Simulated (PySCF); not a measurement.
Isomers of C7H7NO2, from PBE0-D3(BJ)/def2-SVP geometry optimisation, gas phase in PySCF 2.14.0. One conformer each, no zero-point energy, no frequencies.

Question: Which isomer lies lowest at this level?
A. `[CH3:1][O:2][C:3](=[O:4])[c:5]1[cH:6][cH:7][cH:8][cH:9][n:10]1` with C1–O2–C3–O4 0°, O2–C3–C5–C6 179°: A = 3631, B = 868.0, C = 703.7 MHz, dipole 1.61 D
B. `[O:1]=[CH:2][O:3][CH2:4][c:5]1[cH:6][cH:7][cH:8][cH:9][n:10]1` with O1–C2–O3–C4 -2°, C2–O3–C4–C5 93°, O3–C4–C5–C6 -71°: A = 3255, B = 863.3, C = 724.0 MHz, dipole 1.50 D
C. `[CH3:1][C:2](=[O:3])[c:4]1[cH:5][cH:6][cH:7][n+:8]([O-:9])[cH:10]1` with C1–C2–C4–C5 180° (3-acetylpyridine 1-oxide): A = 2644, B = 983.4, C = 720.0 MHz, dipole 1.01 D

Answer: A. That is `c1ccnc(C(=O)OC)c1`, 3.7 kcal/mol below the next.

```csv
SMILES,mapped SMILES,E (Eh),relative (kcal/mol),relative (kJ/mol),dipole (D)
COC(=O)c1ccccn1,[CH3:1][O:2][C:3](=[O:4])[c:5]1[cH:6][cH:7][cH:8][cH:9][n:10]1,-475.29009,0.0,0.0,1.61
O=COCc1ccccn1,[O:1]=[CH:2][O:3][CH2:4][c:5]1[cH:6][cH:7][cH:8][cH:9][n:10]1,-475.28422,3.7,15.4,1.50
CC(=O)c1ccc[n+]([O-])c1,[CH3:1][C:2](=[O:3])[c:4]1[cH:5][cH:6][cH:7][n+:8]([O-:9])[cH:10]1,-475.22326,41.9,175.5,1.01
```

As drawn, the highest has an N–O linkage, which the lowest lacks.
